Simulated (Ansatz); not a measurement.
The inner images of a band of BCl2H3O (7 atoms, charge 0, multiplicity 1) are given out of order.

All numbers below come from Ansatz 0.2.0, RKS PBE/def2-SVP.

Initial state:

```xyz
7
Properties=species:S:1:pos:R:3
B -0.533 -0.375 -0.147
H -0.353 -1.491 0.303
Cl 0.024 -0.168 -1.897
Cl -2.110 0.405 0.252
H 1.383 -0.068 0.844
O 0.633 0.543 0.675
H 0.955 1.155 -0.030
```

Final state:

```xyz
7
Properties=species:S:1:pos:R:3
B -0.628 0.614 -0.478
H 0.744 -2.135 0.992
Cl -0.264 -0.002 -2.105
Cl -2.228 0.374 0.214
H 0.929 -1.477 1.343
O 0.300 1.271 0.255
H 1.147 1.355 -0.221
```

Task: Put them in order from the first end to the last, with their energies above the first end.
A.
```xyz
7
Properties=species:S:1:pos:R:3
B -0.487 0.413 -0.326
H 0.292 -1.642 0.666
Cl -0.092 -0.215 -1.943
Cl -2.088 0.134 0.353
H 0.717 -1.074 0.956
O 0.402 1.154 0.380
H 1.256 1.230 -0.085
```
B.
```xyz
7
Properties=species:S:1:pos:R:3
B -0.513 -0.293 -0.183
H -0.140 -1.355 0.314
Cl -0.061 -0.128 -1.947
Cl -2.148 0.242 0.324
H 1.005 -0.168 0.942
O 0.623 0.686 0.625
H 1.234 1.016 -0.075
```
C.
```xyz
7
Properties=species:S:1:pos:R:3
B -0.410 -0.095 -0.160
H 0.028 -1.261 0.415
Cl -0.038 -0.194 -1.927
Cl -2.105 0.156 0.353
H 0.639 -0.481 0.753
O 0.600 0.799 0.605
H 1.286 1.076 -0.038
```
D.
```xyz
7
Properties=species:S:1:pos:R:3
B -0.560 0.520 -0.403
H 0.502 -1.896 0.817
Cl -0.159 -0.153 -1.998
Cl -2.155 0.248 0.289
H 0.845 -1.296 1.152
O 0.336 1.249 0.303
H 1.191 1.328 -0.161
```
E.
```xyz
7
Properties=species:S:1:pos:R:3
B -0.401 0.207 -0.214
H 0.137 -1.399 0.519
Cl -0.043 -0.223 -1.917
Cl -2.076 0.112 0.361
H 0.593 -0.818 0.796
O 0.492 0.996 0.493
H 1.299 1.127 -0.038
```

Result: B (+0.16 eV), C (+0.91 eV), E (-0.04 eV), A (-0.61 eV), D (-0.74 eV).

Time of the run: 38 s on 2 threads of Intel(R) Xeon(R) 6975P-C (Granite Rapids) (shared host), peak memory 0.16 GiB.
